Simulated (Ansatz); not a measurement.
Input (X2C-CCSDT(Q)/cc-pwCVQZ-DK; Ansatz, an electronic-structure program): The .json basis holds the Basis Set Exchange's core-valence set for the 3d metal and cc-pVXZ-DK of the same size for its partners.

Ansatz 0.2 input:
```yaml
crystal:
  periodic: [false, false, false]
  atoms:
    - {symbol: Sc, position_ang: [0.00000000, 0.00000000, 0.00000000]}
basis:
  gaussian:
    orbitals: cc-pwCVQZ-DK.json
magnetization: {spin_polarized: true, initial_magnetization: 3}
correlation: {method: ccsdt_q, frozen_orbitals: {Sc: 5}}
scf: {lower_state_search: full}
```

Output:

```
mean field evaluation 1184: about -20766.2024 eV, gradient 4.1e-3 eV
mean field evaluation 1216: about -20769.0264 eV, gradient 2.8e-2 eV
mean field evaluation 1248: about -20769.0969 eV, gradient 1.5e-1 eV
mean field evaluation 1280: about -20769.1605 eV, gradient 1.3e-1 eV
mean field evaluation 1312: about -20769.0769 eV, gradient 9.8e-2 eV
mean field evaluation 1344: about -20769.1664 eV, gradient 4.0e-1 eV
mean field evaluation 1376: about -20769.0263 eV, gradient 2.3e-1 eV
mean field evaluation 1408: about -20768.2088 eV, gradient 1.5e0 eV
mean field evaluation 1440: about -20766.2025 eV, gradient 5.3e-2 eV
mean field evaluation 1472: about -20766.9128 eV, gradient 3.2e-1 eV
mean field evaluation 1504: about -20766.9044 eV, gradient 3.4e-1 eV
mean field evaluation 1536: about -20766.9098 eV, gradient 5.0e-2 eV
mean field evaluation 1568: about -20765.2424 eV, gradient 4.0e0 eV
mean field evaluation 1600: about -20766.3665 eV, gradient 2.4e0 eV
mean field evaluation 1632: about -20765.2137 eV, gradient 4.3e0 eV
mean field evaluation 1664: about -20761.8559 eV, gradient 5.2e0 eV
mean field evaluation 1696: about -20769.0760 eV, gradient 1.2e-2 eV
mean field evaluation 1728: about -20766.1763 eV, gradient 5.3e-1 eV
mean field evaluation 1760: about -20765.6494 eV, gradient 7.1e0 eV
mean field evaluation 1792: about -20762.6217 eV, gradient 1.7e1 eV
mean field evaluation 1824: about -20762.0983 eV, gradient 7.6e-1 eV
mean field evaluation 1856: about -20769.1534 eV, gradient 1.3e-1 eV
mean field evaluation 1888: about -20765.3129 eV, gradient 4.1e-1 eV
mean field evaluation 1920: about -20766.1079 eV, gradient 1.3e0 eV
mean field evaluation 1952: about -20765.4745 eV, gradient 4.1e-1 eV
mean field evaluation 1984: about -20762.7016 eV, gradient 1.7e1 eV
mean field evaluation 2016: about -20769.0760 eV, gradient 7.9e-3 eV
mean field evaluation 2048: about -20769.0760 eV, gradient 2.6e-4 eV
mean field evaluation 2080: about -20766.2025 eV, gradient 1.9e-4 eV
mean field evaluation 2112: about -20766.6363 eV, gradient 6.1e-1 eV
mean field evaluation 2144: about -20762.5309 eV, gradient 2.0e0 eV
mean field evaluation 2176: about -20765.6026 eV, gradient 8.1e-2 eV
mean field evaluation 2208: about -20766.9072 eV, gradient 2.9e-2 eV
mean field -20769.17651867 eV, -763.2531592075 hartree, gradient 2.1e-6 eV, S^2 3.751978; 38 other end points of the search recorded, 0 dependent functions left out
determinant -20769.17651867 eV, -763.2531592075 hartree, with singles and doubles -20778.50316637 eV, -763.5959071888 hartree
determinant -20769.07601792 eV, -763.2494658733 hartree, with singles and doubles -20778.42882802 eV, -763.5931753048 hartree
determinant -20769.02713667 eV, -763.2476695203 hartree, with singles and doubles -20778.99133752 eV, -763.6138471476 hartree
determinant -20769.02647551 eV, -763.2476452233 hartree, with singles and doubles -20778.40457253 eV, -763.5922839319 hartree
determinant -20768.79739697 eV, -763.2392267423 hartree, with singles and doubles -20778.85914798 eV, -763.6089892718 hartree
determinant -20768.14834575 eV, -763.2153745497 hartree, with singles and doubles -20778.40182744 eV, -763.5921830519 hartree
determinant -20766.91001096 eV, -763.1698665855 hartree, with singles and doubles -20776.68574604 eV, -763.5291182237 hartree
determinant -20766.67149142 eV, -763.1611011541 hartree, with singles and doubles -20776.51030150 eV, -763.5226707557 hartree
determinant -20766.65219363 eV, -763.1603919733 hartree, with singles and doubles -20776.57069229 eV, -763.5248900764 hartree
determinant -20766.20248815 eV, -763.1438656018 hartree, with singles and doubles -20775.58527669 eV, -763.4886767210 hartree
determinant -20765.94792184 eV, -763.1345104626 hartree, with singles and doubles -20775.96777107 eV, -763.5027331301 hartree
determinant -20769.17651867 eV, -763.2531592075 hartree, with singles and doubles -20778.44734373 eV, -763.5938557445 hartree
determinant -20769.02713667 eV, -763.2476695203 hartree, with singles and doubles -20778.90761200 eV, -763.6107702914 hartree
determinant -20768.79739697 eV, -763.2392267423 hartree, with singles and doubles -20778.77185003 eV, -763.6057811310 hartree
5 core orbitals not correlated
reference -20769.02713667 eV, -763.2476695203 hartree; 7, 4 occupied and 137, 140 virtual orbitals, 1497 factors
second order -9.42226341 eV of doubles, -0.00000000 eV of singles
coupled cluster: 10.41 GiB planned
cycle   1  -9.71654594 eV  change   -2.9e-1 eV  update   5.8e-2
cycle   2  -10.13239802 eV  change   -4.2e-1 eV  update   2.4e-2
cycle   3  -10.24849840 eV  change   -1.2e-1 eV  update   1.3e-2
cycle   4  -10.20630158 eV  change    4.2e-2 eV  update   4.4e-3
cycle   5  -10.19162853 eV  change    1.5e-2 eV  update   3.0e-3
cycle   6  -10.20049432 eV  change   -8.9e-3 eV  update   1.0e-3
cycle   7  -10.20378514 eV  change   -3.3e-3 eV  update   4.9e-4
cycle   8  -10.20264779 eV  change    1.1e-3 eV  update   1.6e-4
cycle   9  -10.20258153 eV  change    6.6e-5 eV  update   8.0e-5
cycle  10  -10.20265992 eV  change   -7.8e-5 eV  update   4.0e-5
cycle  11  -10.20256099 eV  change    9.9e-5 eV  update   2.5e-5
cycle  12  -10.20263494 eV  change   -7.4e-5 eV  update   1.3e-5
cycle  13  -10.20264410 eV  change   -9.2e-6 eV  update   5.8e-6
cycle  14  -10.20264664 eV  change   -2.5e-6 eV  update   1.6e-6
cycle  15  -10.20264705 eV  change   -4.1e-7 eV  update   8.5e-7
perturbative correction -0.01136770 eV, -0.0004177553 hartree
Total energy: -20779.24115142 eV, -763.6230276392 hartree
Relativity: scalar
```

This quartet is an excited state, 1.5 eV above the doublet at CCSD(T)/cc-pwCVQZ-DK (Ansatz).
